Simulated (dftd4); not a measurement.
C$_{2}$H$_{6}$ClSn, doublet, at a GFN2-xTB geometry (such geometries of metal compounds can be far from the true shape) (the spin is typed, not shown lowest); D4 for bp86 in dftd4.

Input for dftd4:
```
$ dftd4 mol.xyz --func bp86 --charge 0 --json dftd4.json --noedisp --grad

# file mol.xyz
10

Sn    -0.32957796     0.23602977     0.25975969
C     -1.64327838    -1.40306982    -0.73696367
H     -1.11988894    -1.66663730    -1.64973902
H     -2.62897012    -1.01339805    -0.96369662
H     -1.72080176    -2.26965413    -0.08994682
C      0.20993063     1.84047730    -1.33415105
H      0.52437768     1.27617614    -2.20544543
H      1.02468414     2.46197206    -0.98026560
H     -0.65419935     2.45088516    -1.56934430
Cl     1.74434016    -0.92148691     0.40571420
```

**Question.** What does dftd4 print? Leave out banner, timings and long lists.

**Answer.** 
```
                    ____  _____ _____     ____  _  _
      -------------|  _ \|  ___|_   _|---|  _ \| || |------------
     |             | | | | |_    | | ___ | | | | || |_           |
     |             | |_| |  _|   | ||___|| |_| |__   _|          |
     |             |____/|_|     |_|     |____/   |_|            |
     |             ===================================           |
     |            E. Caldeweyher, S. Ehlert & S. Grimme          |
     |          Mulliken Center for Theoretical Chemistry        |
     |                    University of Bonn                     |
      -----------------------------------------------------------

Rational (Becke-Johnson) damping: bp86-D4-ATM
---------------------
  s6         1.0000
  s8         3.3550
  s9         1.0000
  a1         0.4365
  a2         4.9241
 alp        16.0000
--------------------

Dispersion energy:      -1.1074694433995E-02 Eh

Gradient norm:           8.3290166406189E-04 Eh/a0
--------------------------------------------------
     #    Z           dE/dx      dE/dy      dE/dz
--------------------------------------------------
     1   50 Sn   -7.084E-05 -9.295E-06 -2.701E-04
     2    6 C    -1.720E-04 -4.227E-05  7.764E-05
     3    1 H    -1.131E-04 -8.253E-05 -1.696E-05
     4    1 H    -6.065E-05 -6.555E-05 -5.810E-06
     5    1 H    -8.773E-05 -3.717E-05 -2.852E-05
     6    6 C    -4.176E-05  1.854E-04  3.560E-05
     7    1 H     8.672E-06  1.298E-04 -5.622E-05
     8    1 H    -1.919E-05  8.436E-05 -5.103E-05
     9    1 H     2.207E-05  7.863E-05 -3.259E-05
    10   17 Cl    5.346E-04 -2.414E-04  3.480E-04
--------------------------------------------------

Virial:
--------------------------------------------------
      component           x          y          z
--------------------------------------------------
          x       3.094E-03  2.309E-04  1.132E-03
          y       2.309E-04  2.788E-03 -1.146E-03
          z       1.132E-03 -1.146E-03  4.302E-04
--------------------------------------------------

[Info] Dispersion results written to 'dftd4.txt'
[Info] JSON dump of results written to 'dftd4.json'
```
